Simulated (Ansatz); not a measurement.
Species: C$_{2}$H$_{10}$Si$_{2}$, net charge 0, singlet state. 
Geometry from a B3LYP-D3(BJ)/def2-TZVP (Ansatz, a quantum-chemistry and plane-wave program) optimisation:
SMILES: C[SiH](C)[SiH3]
```xyz
14

C     -1.3398     1.3758    -0.7059
Si    -0.5656    -0.0053     0.3121
C     -1.1060    -1.6886    -0.3340
Si     1.7746     0.1666     0.2569
H     -2.4300     1.3125    -0.6780
H     -1.0258     1.3122    -1.7499
H     -1.0498     2.3574    -0.3272
H     -1.0044     0.1331     1.7279
H     -0.7861    -1.8289    -1.3687
H     -0.6795    -2.4973     0.2620
H     -2.1937    -1.7842    -0.3022
H      2.2326     1.4797     0.7792
H      2.2712     0.0351    -1.1384
H      2.4142    -0.9010     1.0681
```
Charge 0, spin multiplicity 1.

Wanted: atomisation energy (electronic, to ground-state atoms), in eV. Valence correlation only, unless marked. Open shells are spin-unrestricted. Spin-orbit coupling is left out. Non-relativistic. The coupled-cluster limit lacks core correlation, which all-electron functionals hold. CBS(X,Y): correlation extrapolated as X^-3; Hartree-Fock from the larger set.

```tsv
level	program	atomisation energy (eV)
HF/cc-pV(T+d)Z	Ansatz	38.19
BLYP-D4/def2-TZVPD	Ansatz + dftd4	49.00
BLYP/def2-TZVPD	Ansatz	48.37
revPBE-D3(BJ)/def2-TZVPD	Ansatz + dftd3	48.70
PBE0-D3(BJ)/def2-TZVP	Ansatz + dftd3	49.38
PBE0-D3(BJ)/def2-TZVPD	Ansatz + dftd3	49.39
PBE0-D4/def2-TZVP	Ansatz + dftd4	49.35
BHLYP-D3(BJ)/def2-TZVPD	Ansatz + dftd3	49.02
r2SCAN0-D4/def2-TZVPD	Ansatz + dftd4	49.30
MP2/6-31G*	Ansatz	44.32
MP2/cc-pV(Q+d)Z	Ansatz	49.00
SCS-MP2/cc-pV(D+d)Z	Ansatz	46.09
CCSD(T)/aug-cc-pV(Q+d)Z	Ansatz	49.25
CCSD(T) with core electrons (1s frozen past Ne)/cc-pwCVTZ	Ansatz	48.63
CCSD(T)/CBS(aug-cc-pV(T+d)Z,aug-cc-pV(Q+d)Z)	Ansatz	49.59
```
